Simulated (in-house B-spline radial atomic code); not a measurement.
A fraction x of an electron is moved 5s → 4f in Te V (Te4+), starting from [Kr] 4d10 5s2 and keeping the highest spin. Method: scalar-relativistic (X2C) AM05, spin-polarised, spherical fractional occupations, Fermi nucleus of rms radius 4.7423 fm. Calculated with a B-spline radial code for spherical atoms.

```csv
x,E(x) - E(0) (eV),5s down level (eV),4f up level (eV)
0,0.0000,-53.258,-
0.125,4.0543,-53.239,-20.934
0.25,?,?,?
0.375,12.0661,-53.167,-21.379
0.5,?,?,?
0.625,19.9470,-53.047,-21.789
0.75,23.8377,-52.973,-21.981
0.875,27.6952,-52.895,-22.165
1,31.5204,-,-22.342
```

**Question.** What belongs in the row x = 0.25?

**Answer.** An energy change of 8.0764 eV; 5s down at -53.209 eV, 4f up at -21.161 eV.

**Question.** What belongs in the row x = 0.5?

**Answer.** An energy change of 16.0231 eV; 5s down at -53.113 eV, 4f up at -21.589 eV.

**Question.** Check Janak's theorem between x = 0.625 and 0.75.

**Answer.** The slope of the energy is 31.13 eV; the orbital levels give 31.12 eV (ε of the receiving orbital less ε of the emptying one, averaged over the two points).
